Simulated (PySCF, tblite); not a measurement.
Isomers of C6H8OSi. Level: GFN2-xTB in tblite, geometry and Hessian alike; calculated harmonic values, unscaled, isolated species. Errors from tens to a few hundred cm⁻¹ against measured bands are possible. Modes of hydrogen on silicon can be 10 to 20 % off. One conformer each.

Electronic energies: PBE0/pcSseg-1 single points on the GFN2-xTB geometries (PySCF, gas phase).

```tsv
SMILES	electronic energy, lowest = 0 (kcal/mol)
C#CC#CC[SiH2]OC	93.4
O[SiH2]c1ccccc1	0.0
C#C[C@@H]1C(=O)[SiH2][C@@H]1C	96.2
c1coc([SiH]2CC2)c1	61.3
[SiH3]O[C@@]12C=C[C@H]3[C@@H]1[C@H]32	88.1
[SiH3]OC=C1C=CC=C1	46.5
```

Q: How do GFN2-xTB zero-point energies change the relative energies?

A: 
| SMILES | ZPE (kcal/mol) | of it from modes above 1550 cm⁻¹ | electronic (kcal/mol) | with ZPE, lowest = 0 (kcal/mol) | lowest mode (cm⁻¹) | rings |
| --- | --- | --- | --- | --- | --- | --- |
| O[SiH2]c1ccccc1 | 73.8 | 38.2 | 0.0 | 0.0 | 36 | 1 |
| [SiH3]OC=C1C=CC=C1 | 72.0 | 36.7 | 46.5 | 44.8 | 60 | 1 |
| c1coc([SiH]2CC2)c1 | 75.4 | 36.8 | 61.3 | 62.9 | 31 | 2 |
| [SiH3]O[C@@]12C=C[C@H]3[C@@H]1[C@H]32 | 72.0 | 34.6 | 88.1 | 86.3 | 29 | 4 |
| C#CC#CC[SiH2]OC | 70.5 | 39.0 | 93.4 | 90.1 | 31 | 0 |
| C#C[C@@H]1C(=O)[SiH2][C@@H]1C | 72.1 | 38.6 | 96.2 | 94.6 | 38 | 1 |

The zero-point energies span 4.9 kcal/mol, from `C#CC#CC[SiH2]OC` to `c1coc([SiH]2CC2)c1`. The order is unchanged.

Q: And how do the electronic energies of GFN2-xTB itself compare?

A: `O[SiH2]c1ccccc1` 0.0; `[SiH3]OC=C1C=CC=C1` 17.6; `c1coc([SiH]2CC2)c1` 67.2; `[SiH3]O[C@@]12C=C[C@H]3[C@@H]1[C@H]32` 43.4; `C#CC#CC[SiH2]OC` 73.6; `C#C[C@@H]1C(=O)[SiH2][C@@H]1C` 92.4 kcal/mol, lowest = 0. Against the energies above, taken from the same isomer `O[SiH2]c1ccccc1`, the largest difference is 44.7 kcal/mol.

Q: What do entropy and thermal enthalpy add at 298.15 K and 1 bar (rigid rotor, harmonic oscillator, one conformer each)?

A: 
| SMILES | point group | symmetry number | S (cal/(mol K)) | H − H(0) (kcal/mol) | ZPE + H − H(0) − TS (kcal/mol) |
| --- | --- | --- | --- | --- | --- |
| O[SiH2]c1ccccc1 | C1 | 1 | 91.1 | 5.96 | 52.5 |
| [SiH3]OC=C1C=CC=C1 | Cs | 1 | 90.5 | 5.93 | 51.0 |
| [SiH3]O[C@@]12C=C[C@H]3[C@@H]1[C@H]32 | C1 | 1 | 89.1 | 5.58 | 51.0 |
| C#CC#CC[SiH2]OC | Cs | 1 | 105.3 | 7.67 | 46.7 |
| C#C[C@@H]1C(=O)[SiH2][C@@H]1C | C1 | 1 | 95.1 | 6.64 | 50.4 |

Not tabulated: `c1coc([SiH]2CC2)c1` (point group not settled).
